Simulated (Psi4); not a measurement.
diboron tetrafluoride (B$_{2}$F$_{4}$), singlet, at a GFN2-xTB geometry. Base run: CCSD/6-31G in Psi4 1.11.

Psi4 was given this input:
```
memory 2 GB

molecule mol {
0 1
  F    -1.576872   -0.883978    0.675970
  B    -0.856332   -0.050030   -0.042943
  F    -1.593570    0.698751   -0.834960
  B     0.856332    0.050030    0.042943
  F     1.668795   -0.660205   -0.710020
  F     1.501647    0.845432    0.869010
}

set basis 6-31g
set reference rhf

energy('ccsd')
print_variables()
```

The base run was repeated with changes; each row names its change, and settings that it needs were set with it.

```csv
change,ΔE vs base (kcal/mol),MP2 correlation (Eh),basis functions,core-seconds (rough)
base,0.000,-0.59077,54,20
method = scs-mp2,13.90,-0.59077,54,4
method = mp2,0.94,-0.59073,54,2
cc_type = df,0.135,-0.59073,54,8
method = cisd,___,-0.59077,54,7
method = mp3,___,-0.59073,54,3
method = mp4,___,-0.59077,54,9
method = omp2,-7.38,-0.59073,54,5
method = ccsd(t),-7.09,-0.59077,54,20
method = lccd,5.45,-0.59077,54,8
```

Question: Complete the blanks.

Answer: 
- method = cisd, ΔE vs base (kcal/mol): 46.03
- method = mp3, ΔE vs base (kcal/mol): 15.15
- method = mp4, ΔE vs base (kcal/mol): -11.15
